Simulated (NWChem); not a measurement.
System: C3H5 cation

Input file for NWChem:

```
start job
memory heap 200 mb stack 900 mb global 1100 mb
charge 1
geometry units angstroms noautoz
  C      0.001500    -1.382356     0.001868
  C     -0.047781    -0.109507    -0.000839
  C     -0.049493     1.291413     0.001592
  H     -0.929325    -1.972351    -0.081753
  H      0.958415    -1.926596     0.084267
  H      1.046577     1.513231     0.100434
  H     -0.367581     1.734733    -0.957497
  H     -0.532834     1.730964     0.890884
end
basis spherical
  C library def2-svp
  H library def2-svp
end
dft
  xc b3lyp
  iterations 150
  mulliken
end
task dft energy
```

Parts of the log:

```
             Northwest Computational Chemistry Package (NWChem) 7.3.0
             --------------------------------------------------------

 CS  symmetry detected

                             Geometry "geometry" -> ""
                             -------------------------

 Output coordinates in angstroms (scale by  1.889725989 to convert to a.u.)

  No.       Tag          Charge          X              Y              Z
 ---- ---------------- ---------- -------------- -------------- --------------
    1 C                    6.0000     0.00035349    -1.37714960     0.00000000
    2 C                    6.0000    -0.03196043    -0.10375410     0.00000000
    3 C                    6.0000    -0.01473078     1.29706308     0.00000000
    4 H                    1.0000    -0.94201969    -1.95460438     0.00000000
    5 H                    1.0000     0.95344891    -1.93417867     0.00000000
    6 H                    1.0000     1.08865047     1.50415770     0.00000000
    7 H                    1.0000    -0.41102669     1.74383454    -0.92787768
    8 H                    1.0000    -0.41102669     1.74383454     0.92787768

 Effective nuclear repulsion energy (a.u.)      64.5454922592

      Symmetry information
      --------------------

 Group name             Cs
 Group number              2
 Group order               2
 No. of unique centers     7

                                 NWChem DFT Module
                                 -----------------

 Summary of "ao basis" -> "ao basis" (spherical)
 ------------------------------------------------------------------------------
       Tag                 Description            Shells   Functions and Types
 ---------------- ------------------------------  ------  ---------------------
 C                          def2-svp                 6       14   3s2p1d
 H                          def2-svp                 3        5   2s1p

      Symmetry analysis of basis
      --------------------------

        a'         47
        a"         20

            General Information
            -------------------
          SCF calculation type: DFT
          Wavefunction type:  closed shell.
          No. of atoms     :     8
          No. of electrons :    22
           Alpha electrons :    11
            Beta electrons :    11
          Charge           :     1
          Spin multiplicity:     1
          Use of symmetry is: on ; symmetry adaption is: on
          Maximum number of iterations: 150
          AO basis - number of functions:    67
                     number of shells:    33
          Convergence on energy requested:  1.00D-06
          Convergence on density requested:  1.00D-05
          Convergence on gradient requested:  5.00D-04

              XC Information
              --------------
                         B3LYP Method XC Potential
                     Hartree-Fock (Exact) Exchange  0.200
                        Slater Exchange Functional  0.800 local
                    Becke 1988 Exchange Functional  0.720 non-local
              Lee-Yang-Parr Correlation Functional  0.810
                  VWN I RPA Correlation Functional  0.190 local

             Grid Information
             ----------------
          Grid used for XC integration:  medium
          Radial quadrature: Mura-Knowles
          Angular quadrature: Lebedev.
          Tag              B.-S. Rad. Rad. Pts. Rad. Cut. Ang. Pts.
          ---              ---------- --------- --------- ---------
          C                   0.70       49          10.0       434
          H                   0.35       45          11.0       434
          Grid pruning is: on
          Number of quadrature shells:   327
          Spatial weights used:  Erf1

      Superposition of Atomic Density Guess
      -------------------------------------

 Sum of atomic energies:        -115.37082663

 Renormalizing density from      23.00 to     22

      Non-variational initial energy
      ------------------------------

 Total energy =    -113.471476
 1-e energy   =    -268.318246
 2-e energy   =      90.301278
 HOMO         =      -0.676568
 LUMO         =      -0.442927

      Symmetry analysis of molecular orbitals - initial
      -------------------------------------------------

  Numbering of irreducible representations:

     1 a'          2 a"

  Orbital symmetries:

     1 a'          2 a'          3 a'          4 a'          5 a'
     6 a'          7 a'          8 a'          9 a"         10 a'
    11 a"         12 a'         13 a"         14 a'         15 a'
    16 a'         17 a"         18 a'         19 a'         20 a'
    21 a'

     ---------------------------------------------
      Total Density - Mulliken Population Analysis
     ---------------------------------------------

    Atom       Charge   Shell Charges
 -----------   ------   -------------------------------------------------------
    1 C    6     6.49   1.99  1.05  0.31  2.27  0.85  0.03
    2 C    6     5.70   1.99  1.08  0.27  1.77  0.54  0.05
    3 C    6     6.37   1.99  1.05  0.08  2.34  0.89  0.02
    4 H    1     0.66   0.53  0.10  0.03
    5 H    1     0.66   0.53  0.10  0.03
    6 H    1     0.69   0.55  0.11  0.03
    7 H    1     0.72   0.58  0.11  0.03
    8 H    1     0.72   0.58  0.11  0.03

   convergence    iter        energy       DeltaE   RMS-Dens  Diis-err
 ---------------- ----- ----------------- --------- --------- ---------
 d= 0,ls=0.0,diis     1   -116.8056226982 -1.81D+02  1.27D-02  5.38D-01
 d= 0,ls=0.0,diis     2   -116.8349764767 -2.94D-02  5.63D-03  2.31D-01
 d= 0,ls=0.0,diis     3   -116.8654566017 -3.05D-02  1.28D-03  9.91D-03
 d= 0,ls=0.0,diis     4   -116.8665990716 -1.14D-03  4.33D-04  2.04D-03
 d= 0,ls=0.0,diis     5   -116.8668838379 -2.85D-04  7.09D-05  2.83D-05
  Resetting Diis
 d= 0,ls=0.0,diis     6   -116.8668873318 -3.49D-06  2.30D-05  4.27D-06
 d= 0,ls=0.0,diis     7   -116.8668878879 -5.56D-07  1.09D-05  2.79D-07
 d= 0,ls=0.0,diis     8   -116.8668878737  1.42D-08  5.79D-06  3.76D-07

         Total DFT energy =     -116.866887873747
      One electron energy =     -277.260554629994
           Coulomb energy =      113.567220624260
    Exchange-Corr. energy =      -17.719046127193
 Nuclear repulsion energy =       64.545492259180

 Numeric. integr. density =       22.000003943081

                  Occupations of the irreducible representations
                  ----------------------------------------------

                     irrep           alpha         beta
                     --------     --------     --------
                     a'                9.0          9.0
                     a"                2.0          2.0

                       DFT Final Molecular Orbital Analysis
                       ------------------------------------

 Vector    9  Occ=2.000000D+00  E=-6.886101D-01  Symmetry=a"
              MO Center= -1.5D-01,  1.1D+00,  6.2D-15, r^2= 1.6D+00
   Bfn.  Coefficient  Atom+Function         Bfn.  Coefficient  Atom+Function
  ----- ------------  ---------------      ----- ------------  ---------------
    34      0.431559  3 C  pz                58     -0.267103  7 H  s
    63      0.267103  8 H  s                 20      0.244469  2 C  pz
    37      0.166400  3 C  pz                23      0.117676  2 C  pz
     6      0.103659  1 C  pz                59     -0.053163  7 H  s
    64      0.053163  8 H  s                  9      0.027760  1 C  pz

 Vector   10  Occ=2.000000D+00  E=-6.580289D-01  Symmetry=a'
              MO Center=  1.7D-01,  5.0D-01, -7.7D-16, r^2= 3.1D+00
   Bfn.  Coefficient  Atom+Function         Bfn.  Coefficient  Atom+Function
  ----- ------------  ---------------      ----- ------------  ---------------
    32      0.392886  3 C  px                53      0.318220  6 H  s
     4     -0.251901  1 C  px                48     -0.179656  5 H  s
    43      0.177973  4 H  s                 35      0.170430  3 C  px
    58     -0.135948  7 H  s                 63     -0.135948  8 H  s
     7     -0.124309  1 C  px                54      0.081671  6 H  s

 Vector   11  Occ=2.000000D+00  E=-5.462001D-01  Symmetry=a"
              MO Center= -5.5D-02, -3.8D-01,  1.4D-16, r^2= 2.1D+00
   Bfn.  Coefficient  Atom+Function         Bfn.  Coefficient  Atom+Function
  ----- ------------  ---------------      ----- ------------  ---------------
    20      0.415996  2 C  pz                 6      0.412806  1 C  pz
     9      0.230058  1 C  pz                23      0.230238  2 C  pz
    34     -0.181789  3 C  pz                58      0.166139  7 H  s
    63     -0.166139  8 H  s                 37     -0.105612  3 C  pz
    59      0.063881  7 H  s                 64     -0.063881  8 H  s

 Vector   12  Occ=0.000000D+00  E=-3.558190D-01  Symmetry=a'
              MO Center=  4.5D-02, -1.8D-01, -1.6D-16, r^2= 2.3D+00
   Bfn.  Coefficient  Atom+Function         Bfn.  Coefficient  Atom+Function
  ----- ------------  ---------------      ----- ------------  ---------------
    18      0.594105  2 C  px                21      0.503052  2 C  px
    53     -0.221269  6 H  s                 43      0.212916  4 H  s
    48     -0.211178  5 H  s                 54     -0.190989  6 H  s
    49     -0.185928  5 H  s                 44      0.177572  4 H  s
    32     -0.109873  3 C  px                58      0.097117  7 H  s

 Vector   13  Occ=0.000000D+00  E=-2.427629D-01  Symmetry=a"
              MO Center= -4.7D-02, -5.9D-01,  1.1D-15, r^2= 2.5D+00
   Bfn.  Coefficient  Atom+Function         Bfn.  Coefficient  Atom+Function
  ----- ------------  ---------------      ----- ------------  ---------------
     9      0.600309  1 C  pz                23     -0.546158  2 C  pz
    20     -0.480025  2 C  pz                 6      0.456686  1 C  pz
    59     -0.249548  7 H  s                 64      0.249548  8 H  s
    58     -0.159923  7 H  s                 63      0.159923  8 H  s
    37     -0.069356  3 C  pz                39      0.039169  3 C  d -1

 Vector   14  Occ=0.000000D+00  E=-1.401243D-01  Symmetry=a'
              MO Center=  3.6D-01,  4.8D-01, -5.5D-15, r^2= 6.2D+00
   Bfn.  Coefficient  Atom+Function         Bfn.  Coefficient  Atom+Function
  ----- ------------  ---------------      ----- ------------  ---------------
    31      2.371699  3 C  s                 54     -1.156458  6 H  s
    17     -0.952158  2 C  s                  3      0.824774  1 C  s
    59     -0.715975  7 H  s                 64     -0.715975  8 H  s
    44     -0.668863  4 H  s                 49     -0.645149  5 H  s
    22     -0.396823  2 C  py                30      0.309479  3 C  s

     ---------------------------------------------
      Total Density - Mulliken Population Analysis
     ---------------------------------------------

    Atom       Charge   Shell Charges
 -----------   ------   -------------------------------------------------------
    1 C    6     6.14   1.99  0.91  0.28  2.11  0.82  0.02
    2 C    6     5.80   1.99  1.03  0.28  1.86  0.61  0.04
    3 C    6     5.95   1.98  0.92  0.04  2.18  0.80  0.03
    4 H    1     0.80   0.67  0.10  0.03
    5 H    1     0.80   0.67  0.10  0.03
    6 H    1     0.83   0.68  0.12  0.03
    7 H    1     0.84   0.70  0.12  0.02
    8 H    1     0.84   0.70  0.12  0.02

     -------------------------------------------
      Total Density - Lowdin Population Analysis
     -------------------------------------------

    Atom       Charge   Shell Charges
 -----------   ------   -------------------------------------------------------
    1 C    6     5.98   1.97  0.60  0.31  1.89  1.15  0.06
    2 C    6     5.67   1.97  0.70  0.29  1.67  0.96  0.08
    3 C    6     6.02   1.96  0.57  0.29  1.93  1.19  0.07
    4 H    1     0.86   0.56  0.22  0.07
    5 H    1     0.86   0.56  0.22  0.07
    6 H    1     0.84   0.56  0.21  0.07
    7 H    1     0.89   0.60  0.22  0.07
    8 H    1     0.89   0.60  0.22  0.07

     Multipole analysis of the density
     ---------------------------------

     L   x y z        total         alpha         beta         nuclear
     -   - - -        -----         -----         ----         -------
     0   0 0 0      1.000000    -11.000000    -11.000000     23.000000

     1   1 0 0      0.125128      0.062564      0.062564      0.000000
     1   0 1 0     -0.077801     -0.038900     -0.038900      0.000000
     1   0 0 1      0.000000      0.000000      0.000000      0.000000

     2   2 0 0    -10.162036    -11.021382    -11.021382     11.880728
     2   1 1 0      0.341716     -0.013850     -0.013850      0.369416
     2   1 0 1     -0.000000     -0.000000     -0.000000      0.000000
     2   0 2 0     -3.377457    -68.546203    -68.546203    133.714950
     2   0 1 1     -0.000000     -0.000000     -0.000000      0.000000
     2   0 0 2    -12.886353     -9.517709     -9.517709      6.149066
```

Level: B3LYP/def2-SVP. Geometry: optimised at PBE0/def2-SVP.
